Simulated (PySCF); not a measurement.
Species: C5H8FP.
InChI=1S/C5H8FP/c1-3-4-7-5(2)6/h3H,1,4H2,2H3

Theory: TDDFT CAM-B3LYP/def2-SVPD, vertical, gas phase, core orbitals frozen in the response in PySCF 2.14.0, density-fitted response routines. The structure is a single PBE0-D3(BJ)/def2-SVP conformer in the gas phase; no vibrational or solvent corrections. Torsions of this conformer, `[CH2:1]=[CH:2][CH2:3]/[P:4]=[C:5](/[CH3:6])[F:7]`: C1–C2–C3–P4 -112°, C2–C3–P4–C5 81°.

Predict the UV-vis stick spectrum at this level.

| state | E (eV) | λ (nm) | f | \|μ\| (D) | main configurations (H = HOMO, L = LUMO) |
| --- | --- | --- | --- | --- | --- |
| S1 | 4.87 | 254.5 | 0.018 | 0.97 | H-1→L (59%), H→L (25%), H-2→L (15%) |
| S2 | 5.22 | 237.4 | 0.220 | 3.33 | H→L (70%), H-1→L (21%) |
| S3 | 5.88 | 210.8 | 0.019 | 0.93 | H-2→L (53%), H-1→L (12%), H→L+1 (10%) |
| S4 | 6.03 | 205.5 | 0.0014 | 0.25 | H→L+1 (42%), H-2→L (20%), H→L+2 (15%) |
| S5 | 6.56 | 189.0 | 0.034 | 1.16 | H→L+2 (63%), H→L+1 (22%) |
| S6 | 6.86 | 180.7 | 0.063 | 1.56 | H→L+3 (78%), H→L+1 (10%) |
| S7 | 6.87 | 180.4 | 0.266 | 3.20 | H-1→L+1 (60%), H-1→L+2 (24%), H→L+1 (9%) |
| S8 | 7.07 | 175.3 | 0.110 | 2.02 | H-1→L+2 (44%), H-1→L+1 (22%), H-1→L+3 (20%) |
| S9 | 7.35 | 168.8 | 0.0013 | 0.22 | H-4→L (69%), H-3→L (16%) |
| S10 | 7.58 | 163.5 | 0.016 | 0.75 | H→L+4 (30%), H→L+5 (26%), H-1→L+5 (19%) |

Triplets (Tamm–Dancoff): T1 2.63 eV, H→L (87%), H-1→L (9%); T2 4.11 eV, H-1→L (44%), H-1→L+1 (14%), H-2→L (12%); T3 4.32 eV, H-2→L (36%), H-1→L+1 (26%), H-1→L (9%); T4 5.49 eV, H-2→L (24%), H-1→L (23%), H→L+1 (19%).

The lowest singlet lies at 4.87 eV (255 nm, ultraviolet) and is weak; its leading configuration is HOMO-1→LUMO (59%). The most intense listed level is S7 at 6.87 eV (180 nm, f = 0.266), 2.00 eV above S1. Löwdin shares by element: HOMO carbon 37% or more, phosphorus 34%, fluorine 8% (atoms not listed hold the other 22%); LUMO carbon 38% or more, phosphorus 37%, fluorine 8% (atoms not listed hold the other 17%). Weighted by f, the mean energy of these states is 6.34 eV. The listed states span 2.71 eV, and the widest gap between neighbours is 0.66 eV (S2 to S3). The oscillator strengths of these states sum to 0.749; summed over the whole spectrum of an exact calculation they would give the number of electrons, 62 (Thomas–Reiche–Kuhn). All these states lie below the vertical ionisation energy of 8.73 eV (ΔSCF). Only the lowest 10 singlets were computed, as vertical energies without vibronic structure.

On an Arm Neoverse V2 with one thread, no GPU, shared host, this took 2.5 min wall (with the writing of density and orbital grids) and 0.99 GiB of memory at its peak.
